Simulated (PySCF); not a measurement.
**Te (tellurium, neutral): r2SCAN0 calculation**

Configuration: [Kr] 4d10 5s1 5p5, high-spin 3P determinant (an excited configuration). Calculation: PySCF 2.14, in x2c-QZVPPall with one added diffuse shell each of s, p, d, f type (14s10p8d5f1g, 128 functions); scalar relativity by spin-free X2C-1e.

| Property | Result |
| --- | --- |
| Total energy | -6793.43 hartree |
| One-electron energy | -9317.54 hartree |
| Hartree (Coulomb) energy | 2701.70 hartree |
| Exchange-correlation energy | -177.59 hartree |
| ⟨S²⟩ | 2.0188 |
| ⟨L²⟩ | 2.027 |
| Sum of ⟨r⟩ | 37.77 bohr |
| Sum of ⟨r²⟩ | 63.55 bohr² |
| Traceless quadrupole moment −½Σ⟨3z² − r²⟩ along its main axis | 3.09 e·bohr² |
| Langevin diamagnetic susceptibility | -50.3 ×10⁻⁶ cm³/mol |
| Time after the integrals | about 6 core-seconds |

```
shell  electrons  mean orbital energy (eV)  spread (eV)  rms radius, mean of both spins (bohr)
 1s α          1                  -31711.3            0                                 0.0318
 1s β          1                  -31711.1            0                                 0.0318
 2s α          1                   -4901.2            0                                  0.130
 2s β          1                   -4901.2            0                                  0.130
 2p α          3                   -4399.2        0.077                                  0.116
 2p β          3                   -4399.1        0.013                                  0.116
 3s α          1                   -992.30            0                                  0.343
 3s β          1                   -992.16            0                                  0.343
 3p α          3                   -826.87        0.177                                  0.344
 3p β          3                   -826.76        0.099                                  0.344
 3d α          5                   -575.70        0.157                                  0.323
 3d β          5                   -575.62        0.112                                  0.323
 4s α          1                   -176.26            0                                  0.814
 4s β          1                   -175.88            0                                  0.814
 4p α          3                   -124.13        0.427                                  0.877
 4p β          3                   -123.83        0.234                                  0.877
 4d α          5                   -47.097        0.501                                   1.05
 4d β          5                   -46.690        0.296                                   1.05
 5s α          1                   -19.195            0                                   2.21
 5p α          3                    -8.615        1.230                                   2.81
 5p β          2                    -6.600            0                                   2.81
```

Densities and radii are taken from the X2C orbitals without a picture-change correction, which distorts them close to the nucleus.
